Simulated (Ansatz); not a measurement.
`FC(Cl)C(F)(F)F`, 8 atoms. Total charge 0; spin multiplicity 1. All runs use 4 threads of an Intel Xeon on a shared host. Correlated methods freeze the cores.

Problem. Give the basis size and wall time and peak host memory of each of these runs in Ansatz. RKS PBE0-D4/def2-TZVP relaxation (5 steps); RKS ωB97X-V/def2-TZVPP energy; RKS PBE0-D4/def2-SVP energy; RKS BLYP-D4/def2-TZVPP energy; RKS ωB97M-V/def2-SVP energy; RHF-CCSD(T)/def2-TZVPP energy; RKS PBE0-D4/def2-QZVPP energy; direct RPA on PBE orbitals/def2-TZVPP energy; RKS ωB97M-V/def2-QZVPP energy; RHF-CCSD(T)/def2-SVP energy; RKS ωB97M-V/def2-TZVPP energy and forces; RHF-MP2/def2-QZVPP energy. (Estimate.)

Solution. Computed: Other jobs shared the machine, so times are rough.

| level | job | functions | wall time | peak host memory (GiB) |
| --- | --- | --- | --- | --- |
| RKS PBE0-D4/def2-SVP | energy | 107 | 1.7 s | 0.23 |
| RKS BLYP-D4/def2-TZVPP | energy | 242 | 2.6 s | 0.33 |
| RKS ωB97M-V/def2-SVP | energy | 107 | 4.5 s | 0.33 |
| RKS ωB97X-V/def2-TZVPP | energy | 242 | 7.5 s | 0.78 |
| direct RPA on PBE orbitals/def2-TZVPP | energy | 242 | 8 s | 0.6 |
| RKS ωB97M-V/def2-TZVPP | energy and forces | 242 | 11 s | 0.88 |
| RKS PBE0-D4/def2-QZVPP | energy | 442 | 12 s | 1.7 |
| RHF-CCSD(T)/def2-SVP | energy | 107 | 12 s | 0.58 |
| RKS ωB97M-V/def2-QZVPP | energy | 442 | 19 s | 1.9 |
| RHF-MP2/def2-QZVPP | energy | 442 | 25 s | 2.6 |
| RKS PBE0-D4/def2-TZVP | relaxation (5 steps) | 229 | 33 s | 0.67 |
| RHF-CCSD(T)/def2-TZVPP | energy | 242 | 4 min | 5.6 |
